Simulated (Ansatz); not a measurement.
`CBC` + H₂Te → `CB[TeH]` + CH₄ at 400 K and 1 bar (ligand exchange at a B–C bond).

Gas-phase electronic energies from Ansatz, PBE0-D4/def2-TZVP geometries. CCSD(T)/CBS adds triple-zeta CCSD(T) − MP2 to the extrapolated MP2 energy (def2 sets, frozen cores). This one scheme is used for every species. Elements past krypton have def2 core potentials. For Te outer-core shells are correlated without core-valence functions, which leaves a few kJ/mol of doubt a bond.

| species | CCSD(T)/CBS energy (Eh) | H − E (kJ/mol) | S (J/(mol·K)) |
| --- | --- | --- | --- |
| `CBC` | -105.11307 | 246.9 | 312.0 |
| H₂Te | -268.91024 | 45.0 | 239.1 |
| `CB[TeH]` | -333.59211 | 171.5 | 335.1 |
| CH₄ | -40.46206 | 131.3 | 197.2 |

H − E and S are ideal-gas, rigid-rotor, harmonic terms from PBE0-D4/def2-TZVP, for one conformer and one mirror image of each species. 1 Eh = 2625.50 kJ/mol, R = 8.31446 J/(mol·K).

Problem. By hand: ΔE, ΔH, ΔS and ΔG.

Solution. ΔE = (-333.59211) + (-40.46206) − (-105.11307) − (-268.91024) = -0.03086 Eh = -81.0 kJ/mol. Δ(H − E) = 171.5 + 131.3 − 246.9 − 45.0 = 10.9, so ΔH = -70.1 kJ/mol. ΔS = 335.1 + 197.2 − 312.0 − 239.1 = -18.8 J/(mol·K). ΔG = -70.1 − 400 × (-18.8)/1000 = -62.6 kJ/mol.

Problem. By hand: the equilibrium constant, and the temperature at which ΔG would vanish if ΔH and ΔS stayed fixed.

Solution. log₁₀ K = −ΔG/(RT ln 10) = 8.2. ΔG = 0 at ΔH/ΔS = 3729 K, far beyond where these terms or the molecules hold.

ΔH outweighs TΔS. A doubt of 5 kJ/mol in ΔE shifts log₁₀ K by 0.7 here. Other conformers and mirror images would add mixing entropy, several J/(mol·K) or more a flexible species. These are equilibria of isolated gas molecules and say nothing of rates. Largest T1 diagnostic: 0.013 (customary marks: 0.02 for closed shells, 0.045 for open ones).
